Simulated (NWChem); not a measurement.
Species: C2H5AlFN; SMILES [F][Al]([CH]=C)[NH2]

```xyz
10

Al     0.0830    -0.4822     0.0000
F      1.1797    -1.7402     0.0000
C      0.7162     1.3478     0.0000
C     -0.1077     2.4069     0.0000
H      1.7936     1.5654     0.0000
H      0.2585     3.4418     0.0000
H     -1.2003     2.3027     0.0000
N     -1.6263    -0.9190     0.0000
H     -1.9706    -1.8725     0.0000
H     -2.4053    -0.2714     0.0000
```
Atoms are numbered in this order, from 1.

Level: PBE0/def2-SVP (NWChem), optimised geometry, unscaled harmonic frequencies. 

Task: List the harmonic frequencies with IR intensities, and the thermochemistry.

Result: 
```csv
frequency (cm⁻¹),IR intensity (km/mol)
22,0.8
114,1.8
214,16.5
234,16.1
294,5.9
337,3.7
411,198.9
470,47.0
592,9.7
645,48.0
829,183.7
912,114.5
997,33.0
999,22.7
1063,11.3
1267,3.2
1424,14.9
1527,62.6
1670,16.4
3122,19.4
3148,2.7
3211,12.8
3625,33.8
3717,33.1
```

| Item | Result |
|---|---|
| zero-point energy | 44.1 kcal/mol |
| thermal correction to the enthalpy at 298.15 K (with zero-point energy) | 49.3 kcal/mol |
| heat capacity Cv | 24.1 cal/(mol K) |
| entropy at 298.15 K and 1 atm (symmetry number 1) | 85.4 cal/(mol K) |
| dipole moment | 2.45 D |

Rigid rotor and harmonic oscillator; modes under 100 cm⁻¹ make the entropy uncertain.
